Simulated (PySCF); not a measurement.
cyclohexanone (C6H10O), SMILES O=C1CCCCC1. The structure is a stationary point at ωB97X-D3(BJ)/def2-SVP. The values are those of a single conformer.

Computed equilibrium geometry at ωB97X-D3(BJ)/def2-SVP (PySCF confirms it by a frequency run) as bond lengths and angles, and its point group (one conformer of several):
point group Cs.
Atoms: O1 C2 C3 C4 C5 C6 C7 H8 H9 H10 H11 H12 H13 H14 H15 H16 H17. Bond lengths (Å): O1–C2 1.209, C2–C3 1.521, C2–C7 1.521, C3–C4 1.536, C3–H8 1.106, C3–H9 1.100, C4–C5 1.531, C4–H10 1.102, C4–H11 1.104, C5–C6 1.531, C5–H12 1.102, C5–H13 1.106, C6–C7 1.536, C6–H14 1.102, C6–H15 1.104, C7–H16 1.100, C7–H17 1.106. Bond angles (°): O1–C2–C3 122.5, O1–C2–C7 122.5, C3–C2–C7 115.0, C2–C3–C4 111.9, C2–C3–H8 107.0, C2–C3–H9 108.2, C4–C3–H8 109.2, C4–C3–H9 112.5, H8–C3–H9 107.8, C3–C4–C5 111.5, C3–C4–H10 109.8, C3–C4–H11 109.1, C5–C4–H10 110.7, C5–C4–H11 109.1, H10–C4–H11 106.5, C4–C5–C6 110.9, C4–C5–H12 110.2, C4–C5–H13 109.5, C6–C5–H12 110.2, C6–C5–H13 109.5, H12–C5–H13 106.6, C5–C6–C7 111.5, C5–C6–H14 110.7, C5–C6–H15 109.1, C7–C6–H14 109.8, C7–C6–H15 109.1, H14–C6–H15 106.5, C2–C7–C6 111.9, C2–C7–H16 108.2, C2–C7–H17 107.0, C6–C7–H16 112.5, C6–C7–H17 109.2, H16–C7–H17 107.8.
Charge 0, spin multiplicity 1.
